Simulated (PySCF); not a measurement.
# Electron correlation in Tm(33+) (thulium, charge +33)

Starting occupation: [Kr]. Computed with PySCF 2.14 in an even-tempered Gaussian basis (17 s from 3.3 bohr⁻², ratio 2.8; 14 p from 4.3 bohr⁻², ratio 2.8; 8 d from 7.6 bohr⁻², ratio 2.8; 4 f from 22 bohr⁻², ratio 3), with X2C-1e with screened-nucleus spin-orbit coupling, Gaussian nucleus. Frozen: [Ne]; 26 electrons correlated; the 80 highest virtual spinors left out.

MP2 pair energies summed by pair of shells (mhartree):

```tsv
pair	energy	share (%)
3d3/2-3d5/2	-180.55	16.5
3d5/2-3d5/2	-128.02	11.7
4p3/2-4p3/2	-101.36	9.2
4p1/2-4p3/2	-91.54	8.4
3d5/2-4p3/2	-66.83	6.1
3d3/2-3d3/2	-55.43	5.1
3d5/2-3p3/2	-49.68	4.5
3d3/2-4p3/2	-43.65	4.0
3d5/2-4p1/2	-38.12	3.5
3d3/2-3p3/2	-33.79	3.1
3d3/2-4p1/2	-24.56	2.2
3d5/2-3p1/2	-24.08	2.2
4p1/2-4p1/2	-23.71	2.2
3d5/2-3s1/2	-19.02	1.7
3p3/2-3p3/2	-18.86	1.7
3p3/2-4p3/2	-18.05	1.6
3p1/2-3p3/2	-17.98	1.6
3d5/2-4s1/2	-17.81	1.6
3d3/2-3p1/2	-15.96	1.5
4p3/2-4s1/2	-14.42	1.3
3d3/2-3s1/2	-12.92	1.2
3d3/2-4s1/2	-11.61	1.1
3p3/2-4p1/2	-10.83	1.0
3p3/2-4s1/2	-9.54	0.9
4s1/2-4s1/2	-9.38	0.9
3p3/2-3s1/2	-9.31	0.8
4p1/2-4s1/2	-8.17	0.7
3p1/2-4p3/2	-8.07	0.7
3s1/2-4p3/2	-5.06	0.5
3p1/2-3p1/2	-5.02	0.5
```

Total MP2 correlation energy: -1095.8 mhartree.

At this charge the one-electron X2C treatment keeps the bare 1/r₁₂, with no two-electron picture change or Breit term. The effect here is smaller than on the frozen 1s shell.
